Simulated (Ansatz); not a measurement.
Consider the isomerisation: `Cl[SiH2][ZnH]` → `[SiH3][Zn][Cl]`.

Computed with Ansatz on PBE0-D4/def2-TZVP structures; ΔE is electronic, products minus reactants. CCSD(T)/CBS is the MP2 limit (def2-TZVPP, def2-QZVPP) plus CCSD(T) − MP2 in def2-TZVPP, frozen cores. For Zn outer-core shells are correlated without core-valence functions, which leaves a few kJ/mol of doubt a bond. Scalar relativity is left out up to krypton.

`Cl[SiH2][ZnH]`:

Cartesian coordinates in Å:
```
Cl -0.168 0.567 2.245
Si 0.104 -0.544 0.504
Zn -0.166 0.914 -1.364
H 1.455 -1.162 0.612
H -0.879 -1.660 0.564
H -0.345 1.885 -2.562
```

`[SiH3][Zn][Cl]`:

```xyz
6

Si   -0.047    0.027    0.872
Zn    0.078   -0.045   -1.473
Cl    0.192   -0.110   -3.586
H    -0.214   -1.342    1.430
H     1.193    0.616    1.444
H    -1.203    0.854    1.312
```

```
          level  ΔE (kcal/mol)
CCSD/def2-TZVPP          -16.1
 MP2/def2-QZVPP          -16.5
```

**Question.** What does CCSD(T)/CBS give? (Best estimate.)

**Answer.** The calculation gave: -17.2 kcal/mol. The listed levels differ from it by 1.1, 0.7 kcal/mol.

**Question.** What do rigid-rotor, harmonic-oscillator terms from PBE0-D4/def2-TZVP frequencies (298.15 K, 1 bar) make of the CCSD(T)/CBS value? (Estimate.)

**Answer.** Ansatz gave: ΔZPE = +0.5 kcal/mol, ΔH = -16.4 kcal/mol, ΔS = -7 J/(mol·K), ΔG = -16.0 kcal/mol.

Largest T1 diagnostic among the species: 0.014.

In def2-TZVPP, CCSD(T) changes the Hartree–Fock value by +2.8 kcal/mol (the triples alone add +0.4 kcal/mol) and MP2 by +3.0 kcal/mol. From PBE to PBE0 (25 % exact exchange), in def2-TZVPP and without D4, ΔE moves by −0.7 kcal/mol.
